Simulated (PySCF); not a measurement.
```xyz
3
charge 1 multiplicity 4, angstrom
Ru    0.0000    0.0000   -0.4481
S     1.6863    0.0000    0.7141
S    -1.6863    0.0000    0.7141
```

Method: PySCF, UPBE0, basis Ru def2-SVP with ECP28, S def2-SVP (scalar-relativistic core potentials, no spin–orbit coupling, density fitting).

This geometry of RuS₂⁺ is a stationary point at this level.

(1) What is the point group?

(2) Is it a minimum?

(3) List the harmonic modes with their infrared intensities.

(4) Give the ideal-gas entropy at 298.15 K and 1 bar by parts.

Answers

(1) C2v.

(2) Yes: all harmonic wavenumbers are real.

(3) 
| symmetry | ω (cm⁻¹) | IR (km/mol) |
| --- | --- | --- |
| a1 | 163 | 0.4 |
| b2 | 480 | 90.3 |
| a1 | 549 | 3.8 |

(4) translation 172.6, rotation 103.6, vibration 15.8, spin 11.5; total 303.5 J/(mol K).

Only a few start shapes were tried, so a lower isomer may exist. Other spin states or occupations of the open shell can lie lower. At this level a broken-symmetry Ms = 1/2 minimum of C2v symmetry lies 75 kJ/mol below this structure.
